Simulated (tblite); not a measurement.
Compound: C4H5ClGe.
InChI=1S/C4H5ClGe/c5-4-1-2-6-3-4/h1-3H,6H2

Method: GFN2-xTB as coded in tblite; computed harmonic values from a numerical Hessian at the method's own geometry, unscaled. The method is semi-empirical: single wavenumbers can be off by several per cent or more. Modes of hydrogen on germanium can be 10 to 20 % off.

Harmonic wavenumbers (cm⁻¹): 137.1, 241.3, 255.3, 304.0, 430.9, 459.8, 469.7, 573.6, 588.5, 642.8, 698.3, 761.2, 770.9, 818.5, 820.2, 907.8, 1003.6, 1103.1, 1163.3, 1278.7, 1549.2, 1596.4, 1979.7, 2032.9, 3073.0, 3096.3, 3114.7.

A = 5775, B = 1011, C = 869.1 MHz; mass 161.929 u (most abundant isotopes); point group Cs, symmetry number 1.

What is the zero-point energy?

Half the sum of the wavenumbers: 14935 cm⁻¹ = 42.70 kcal/mol.

Entropy at 298.15 K, 1 bar (ideal gas, RRHO, classical rotation)?

Translation 41.18, rotation 28.54, vibration 12.99: S = 82.7 cal/(mol K).

And Cp and H(298.15 K) − H(0)?

Cp = 27.37 cal/(mol K), of which vibrations give 19.42 (their classical limit is 27 R = 53.7); H(298.15 K) − H(0) = 4.83 kcal/mol without the zero-point energy, 2.46 from vibrations.

What must be added to the electronic energy to get the Gibbs energy at 298.15 K and 1 bar?

ZPE + [H(298.15 K) − H(0)] − T·S = 42.70 + 4.83 − 24.66 = 22.87 kcal/mol.

Blend soft modes into free rotors: weight 1/[1 + (100 cm⁻¹/ν̃)⁴] for the oscillator and the rest for a rotor with moment μB/(μ + B), μ = h/(8π²ν), B = 10⁻⁴⁴ kg m². What vibrational entropy results?

12.94 cal/(mol K) in place of 12.99, which changes −T·S at 298.15 K by +0.01 kcal/mol.

Hindered rotation and anharmonicity are outside this model.
